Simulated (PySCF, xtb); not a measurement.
C4H4, SMILES C1=CC=C1.

GFN2-xTB run with xtb at its own geometry gives an orbital gap of 2.09 eV and a dipole moment of 0.00 D.

Coordinates come from a PBE0-D3(BJ)/def2-SVP optimisation.

### Question
What does PBE0/def2-TZVPD run with PySCF give? (Estimate from the structure and the level; the computed values follow.)

### Answer
gap 3.87 eV (levels -5.57 and -1.70 eV), dipole 0.00 D.
